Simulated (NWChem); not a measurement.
System: SnH₃F; SMILES [SnH3][F]

```xyz
5

Sn     0.0000     0.0000    -0.2150
F      0.0000     0.0000     1.7294
H      1.2405    -1.0855    -0.6620
H      0.3198     1.6170    -0.6620
H     -1.5603    -0.5315    -0.6620
```
Atoms are numbered in this order, from 1.

All runs use the structure optimised with PBE0/def2-SVP. No frequency run checked for a minimum. def2 effective core potentials on Sn; no spin-orbit coupling.

Task: List the 4 lowest vertical singlet excitations from CAM-B3LYP/def2-SVPD with def2 effective core potentials on Sn, TDA (NWChem).

Result: 
```csv
state,energy (eV),oscillator strength,leading excitation (squared amplitude)
S1,7.12,0.001,HOMO−1 → LUMO (0.93)
S2,7.12,0.001,HOMO → LUMO (0.93)
S3,8.31,0.199,HOMO → LUMO+1 (0.68)
S4,8.31,0.199,HOMO−1 → LUMO+1 (0.68)
```
